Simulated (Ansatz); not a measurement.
Total energies of C₂H₉InOSi (`C[C](O)([SiH3])[InH2]`).

Cartesian coordinates in Å:
```
C 1.2789 0.8802 -0.0280
C 0.1781 -0.1596 0.0077
O 0.7313 -1.4935 0.1399
Si -1.1115 0.1434 1.3359
In -0.7152 -0.5414 -1.9682
H 1.9917 0.6897 -0.8364
H 0.8700 1.8850 -0.1699
H 1.8451 0.8946 0.9153
H 1.2887 -1.5307 0.9265
H -0.4861 0.1346 2.6955
H -2.1588 -0.9102 1.2965
H -1.7550 1.4717 1.1214
H 0.3537 -0.2926 -3.3033
H -2.3109 -1.1712 -2.1330
```

Charge 0, multiplicity 1. Correlated methods include outer-core shells of In, which these sets cover unevenly. In takes the def2 core potential. Geometry: relaxed with PBE0-D4/def2-TZVP. It is one conformer, not always the lowest. Basis def2-TZVPP, Ansatz 0.2.0.

RPA on PBE orbitals: Hartree–Fock energy of these orbitals -633.91796 Eh, correlation -1.65852 Eh (frozen core).

```
             functional                                       kind  energy without D4 (Eh)  D4 term (kJ/mol)
            LDA (SPW92)                                        LDA              -633.69252                 –
                 revPBE                                        GGA              -636.43037             -93.4
                   BLYP                                        GGA              -636.37496             -72.1
                  B3LYP                        global hybrid, 20 %              -636.59078             -54.2
                r2SCANh                      meta-GGA hybrid, 10 %              -636.42585              -8.9
                r2SCAN0                      meta-GGA hybrid, 25 %              -636.39280              -9.9
HSE06 (plane-wave form)                            screened hybrid              -636.17084             -27.0
                  BHLYP                        global hybrid, 50 %              -636.31973             -44.6
              CAM-B3LYP                     range-separated hybrid              -636.40516             -29.5
                LC-ωPBE                long-range corrected hybrid              -636.34513                 –
                ωB97X-V       range-separated hybrid GGA with VV10              -636.38360                 –
                ωB97M-V  range-separated hybrid meta-GGA with VV10              -636.34090                 –
                 B2PLYP                              double hybrid              -636.02658                 –
               PBE-QIDH                              double hybrid              -635.87867                 –
```

(1) Give the same for PBE, r2SCAN, B97M-V, PBE0. (Best estimate.)

B3LYP takes the VWN-RPA correlation (the form of Gaussian; ORCA's B3LYP/G). HSE06 is the plane-wave form, built on full-range PBE exchange. The double hybrids freeze the cores in their second-order part.

Answers

(1) Computed: 
```json
{"functional": "PBE", "kind": "GGA", "energy without D4 (Eh)": "-636.14287", "D4 term (kJ/mol)": "-33.6"}
{"functional": "r2SCAN", "kind": "meta-GGA", "energy without D4 (Eh)": "-636.44897", "D4 term (kJ/mol)": "-8.3"}
{"functional": "B97M-V", "kind": "meta-GGA with VV10", "energy without D4 (Eh)": "-636.40456", "D4 term (kJ/mol)": "–"}
{"functional": "PBE0", "kind": "global hybrid, 25 % exact exchange", "energy without D4 (Eh)": "-636.18775", "D4 term (kJ/mol)": "-28.7"}
```

LC-ωPBE has ω = 0.4 bohr⁻¹.
